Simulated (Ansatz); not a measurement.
`[F][Ge]([F])([Cl])[I]` + H₂ → `[F][GeH]([F])[Cl]` + HI at 600 K and 1 bar (hydrogenolysis of a Ge–I bond).

Isolated molecules relaxed with PBE0-D4/def2-TZVP in Ansatz; ΔE leaves out vibrations. CBS: MP2 limit from def2 TZ/QZ plus the TZ coupled-cluster correction, frozen cores. This one scheme is used for every species. Elements past krypton have def2 core potentials. For Ge, I outer-core shells are correlated without core-valence functions, which leaves a few kJ/mol of doubt a bond. Scalar relativity is left out up to krypton.

| species | CCSD(T)/CBS energy (Eh) | H − E (kJ/mol) | S (J/(mol·K)) |
| --- | --- | --- | --- |
| `[F][Ge]([F])([Cl])[I]` | -3033.07079 | 68.4 | 436.0 |
| H₂ | -1.17544 | 43.9 | 150.8 |
| `[F][GeH]([F])[Cl]` | -2736.19042 | 79.1 | 374.4 |
| HI | -298.03592 | 31.6 | 227.0 |

H − E and S are ideal-gas, rigid-rotor, harmonic terms from PBE0-D4/def2-TZVP. For small species the MP2-based limit differs from directly extrapolated CCSD(T) by up to some mEh (0.8 for H₂); such offsets cancel only in part. 1 Eh = 2625.50 kJ/mol, R = 8.31446 J/(mol·K).

**Question.** By hand: ΔE, ΔH, ΔS and ΔG.

**Answer.** ΔE = (-2736.19042) + (-298.03592) − (-3033.07079) − (-1.17544) = 0.01989 Eh = 52.2 kJ/mol. Δ(H − E) = 79.1 + 31.6 − 68.4 − 43.9 = -1.6, so ΔH = 50.6 kJ/mol. ΔS = 374.4 + 227.0 − 436.0 − 150.8 = 14.6 J/(mol·K). ΔG = 50.6 − 600 × (14.6)/1000 = 41.8 kJ/mol.

**Question.** By hand: the equilibrium constant, and the temperature at which ΔG would vanish if ΔH and ΔS stayed fixed.

**Answer.** log₁₀ K = −ΔG/(RT ln 10) = -3.6. ΔG = 0 at ΔH/ΔS = 3466 K, far beyond where these terms or the molecules hold.

The number of gas molecules stays the same, so ΔS is small and ΔH decides. A doubt of 5 kJ/mol in ΔE shifts log₁₀ K by 0.4 here. These are equilibria of isolated gas molecules and say nothing of rates. Largest T1 diagnostic: 0.012 (customary marks: 0.02 for closed shells, 0.045 for open ones).
